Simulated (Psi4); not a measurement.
CCl3 (SMILES Cl[C](Cl)Cl), doublet, at a GFN2-xTB geometry; REVPBE/def2-SVP run with Psi4.

Input for Psi4:
```
memory 2 GB

molecule {
0 2
Cl   -1.09131768   -1.27170277    0.02712071
C     0.00539435    0.01040993    0.30391846
Cl    1.64601907   -0.31080857   -0.05437815
Cl   -0.55660528    1.57883724   -0.08000789
}

set {
  basis def2-svp
  reference uks
}

energy('revpbe')
print_variables()
```

Output, abridged:

```
   => Loading Basis Set <=

    Name: DEF2-SVP
    Role: ORBITAL
    Keyword: BASIS

         ---------------------------------------------------------
                                   SCF
               by Justin Turney, Rob Parrish, Andy Simmonett
                          and Daniel G. A. Smith
                              UKS Reference
         ---------------------------------------------------------

  ==> Geometry <==

    Molecular point group: c1
    Full point group: C1

    Geometry (in Angstrom), charge = 0, multiplicity = 2:

       Center              X                  Y                   Z               Mass
    ------------   -----------------  -----------------  -----------------  -----------------
         CL          -1.091301901168    -1.271672319171     0.028009659298    34.968852682000
         C            0.005410128832     0.010440380829     0.304807409298    12.000000000000
         CL           1.646034848832    -0.310778119171    -0.053489200702    34.968852682000
         CL          -0.556589501168     1.578867690829    -0.079118940702    34.968852682000

  Running in c1 symmetry.

  Rotational constants: A =      0.11351  B =      0.11351  C =      0.05723 [cm^-1]
  Rotational constants: A =   3402.87949  B =   3402.87947  C =   1715.81495 [MHz]
  Nuclear repulsion =  252.793193354182506

  Charge       = 0
  Multiplicity = 2
  Electrons    = 57
  Nalpha       = 29
  Nbeta        = 28

  ==> Algorithm <==

  SCF Algorithm Type is DF.
  DIIS enabled.
  MOM disabled.
  Fractional occupation disabled.
  Guess Type is SAD.
  Energy threshold   = 1.00e-06
  Density threshold  = 1.00e-06
  Integral threshold = 1.00e-12

  ==> Primary Basis <==

  Basis Set: DEF2-SVP
    Blend: DEF2-SVP
    Number of shells: 30
    Number of basis functions: 68
    Number of Cartesian functions: 72
    Spherical Harmonics?: true
    Max angular momentum: 2

  ==> DFT Potential <==

   => LibXC <=

    Version 7.1.2
    S. Lehtola, C. Steigemann, M. J. T. Oliveira, and M. A. L. Marques,  SoftwareX 7, 1–5 (2018) (10.1016/j.softx.2017.11.002)

   => Composite Functional: REVPBE <=

    revPBE GGA Exchange-Correlation Functional

    Y. Zhang and W. Yang, Phys. Rev. Lett. 80, 890, 1998

    Deriv               =              1
    GGA                 =           TRUE
    Meta                =          FALSE

    Exchange Hybrid     =          FALSE
    MP2 Hybrid          =          FALSE

   => Exchange Functionals <=

    1.0000   XC_GGA_X_PBE_R

   => Correlation Functionals <=

    1.0000     XC_GGA_C_PBE

   => LibXC Density Thresholds  <==

    XC_GGA_C_PBE:  1.00E-12
    XC_GGA_X_PBE_R:  1.00E-15

   => Molecular Quadrature <=

    Radial Scheme          =       TREUTLER
    Pruning Scheme         =           NONE
    Nuclear Scheme         =       TREUTLER

    Blocking Scheme        =         OCTREE
    BS radius alpha        =              1
    Pruning alpha          =              1
    Radial Points          =             75
    Spherical Points       =            302
    Total Points           =          81726
    Total Blocks           =            696
    Max Points             =            256
    Max Functions          =             66
    Weights Tolerance      =       1.00E-15

   => Loading Basis Set <=

    Name: (DEF2-SVP AUX)
    Role: JKFIT
    Keyword: DF_BASIS_SCF

  ==> Integral Setup <==

  SCF_SUBTYPE=INCORE selected. In-core MEM_DF algorithm will be used.
  Using in-core AOs.

  ==> MemDFJK: Density-Fitted J/K Matrices <==

    J tasked:                   Yes
    K tasked:                    No
    wK tasked:                   No
    Algorithm:                 Core
    Schwarz Cutoff:           1E-12
    Mask sparsity (%):       3.3737
    Fitting Condition:        1E-10

   => Auxiliary Basis Set <=

  Basis Set: (DEF2-SVP AUX)
    Blend: DEF2-UNIVERSAL-JKFIT
    Number of shells: 139
    Number of basis functions: 459
    Number of Cartesian functions: 554
    Spherical Harmonics?: true
[...]
  Reciprocal condition number of the overlap matrix is 2.9981249095E-03.
    Using symmetric orthogonalization.

  ==> Pre-Iterations <==

  SCF Guess: Superposition of Atomic Densities via on-the-fly atomic UHF (no occupation information).

   -------------------------
    Irrep   Nso     Nmo
   -------------------------
     A         68      68
   -------------------------
    Total      68      68
   -------------------------

  ==> Iterations <==

                           Total Energy        Delta E     RMS |[F,P]|

   @DF-UKS iter SAD: -1418.06634687722340   -1.41807e+03   0.00000e+00
   @DF-UKS iter   1: -1417.84796149083127    2.18385e-01   5.04500e-03 DIIS/ADIIS
   @DF-UKS iter   2: -1417.72504983188855    1.22912e-01   8.52217e-03 DIIS/ADIIS
   @DF-UKS iter   3: -1417.90723204138203   -1.82182e-01   1.49103e-03 DIIS/ADIIS
   @DF-UKS iter   4: -1417.91205709744531   -4.82506e-03   1.89752e-04 DIIS/ADIIS
   @DF-UKS iter   5: -1417.91213822430018   -8.11269e-05   6.52301e-05 DIIS
   @DF-UKS iter   6: -1417.91214995926703   -1.17350e-05   1.20659e-05 DIIS
   @DF-UKS iter   7: -1417.91215044084902   -4.81582e-07   5.44604e-06 DIIS
   @DF-UKS iter   8: -1417.91215052134999   -8.05010e-08   7.96737e-07 DIIS
  Energy and wave function converged.

  ==> Post-Iterations <==

   Electrons on quadrature grid:
      Nalpha   =   29.0000009789 ; deviation = 9.789e-07
      Nbeta    =   28.0000004865 ; deviation = 4.865e-07
      Ntotal   =   57.0000014654 ; deviation = 1.465e-06

   @Spin Contamination Metric:   2.243611432E-03
   @S^2 Expected:                7.500000000E-01
   @S^2 Observed:                7.522436114E-01
   @S   Expected:                5.000000000E-01
   @S   Observed:                5.000000000E-01

    Orbital Energies [Eh]
    ---------------------

    Alpha Occupied:

[...]
    Alpha Virtual:

[...]
    Beta Occupied:

[...]
      28A     -0.271933

    Beta Virtual:

[...]
      68A      2.071245

    Final Occupation by Irrep:
              A
    DOCC [    28 ]
    SOCC [     1 ]
    NA   [    29 ]
    NB   [    28 ]

  @DF-UKS Final Energy: -1417.91215052134999

   => Energetics <=

    Nuclear Repulsion Energy =            252.7931933541825060
    One-Electron Energy =               -2459.7612243579033020
    Two-Electron Energy =                 878.9407637865454035
    DFT Exchange-Correlation Energy =     -89.8848833041748634
    Empirical Dispersion Energy =           0.0000000000000000
    VV10 Nonlocal Energy =                  0.0000000000000000
    Total Energy =                      -1417.9121505213499859

  UHF NO Occupations:
  HONO-2 :   27  A 1.9997340
  HONO-1 :   28  A 1.9995069
  HONO-0 :   29  A 1.0000000
  LUNO+0 :   30  A 0.0004931
  LUNO+1 :   31  A 0.0002660
  LUNO+2 :   32  A 0.0001453
  LUNO+3 :   33  A 0.0001453

Computation Completed

Properties will be evaluated at   0.000000,   0.000000,   0.000000 [a0]

Properties computed using the SCF density matrix

 Multipole Moments:

 ------------------------------------------------------------------------------------
     Multipole            Electronic (a.u.)      Nuclear  (a.u.)        Total (a.u.)
 ------------------------------------------------------------------------------------

 L = 1.  Multiply by 2.5417464519 to convert [e a0] to [Debye]
 Dipole X            :         -0.0038503            0.0016996           -0.0021508
 Dipole Y            :         -0.0074443            0.0032798           -0.0041645
 Dipole Z            :         -0.2175137            0.0957529           -0.1217608
 Magnitude           :                                                    0.1218510

 ------------------------------------------------------------------------------------

  Variable Map:
  ----------------------------------------------------------------------------
[...]
  Array Variable Map:
  ----------------------------------------------------------------------------
[...]
[...]
```
